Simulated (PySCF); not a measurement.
H8N2OSi2, SMILES [SiH2](N)O[SiH2]N.

Geometry optimised at B3LYP-D3(BJ)/def2-SVP. Other conformers were not sampled.

Vertical ionisation energy (IE) and electron affinity (EA) in eV. Rows of orbital energies are one-electron estimates. Where ΔSCF, EOM or ADC give a negative EA the extra electron is unbound and the value depends on the basis.

| level | IE | EA |
|---|---|---|
| −ε(HOMO), −ε(LUMO), CAM-B3LYP/def2-TZVP (PySCF) | [?] | [?] |
| −ε(HOMO), −ε(LUMO), PBE/def2-TZVP (PySCF) | 6.08 | 0.49 |

### Question
Some entries are withheld; supply them. (The exact figures need the calculation; the answer reports its results.)

### Answer

- −ε(HOMO), −ε(LUMO), CAM-B3LYP/def2-TZVP (PySCF), IE: 8.99
- −ε(HOMO), −ε(LUMO), CAM-B3LYP/def2-TZVP (PySCF), EA: -1.13
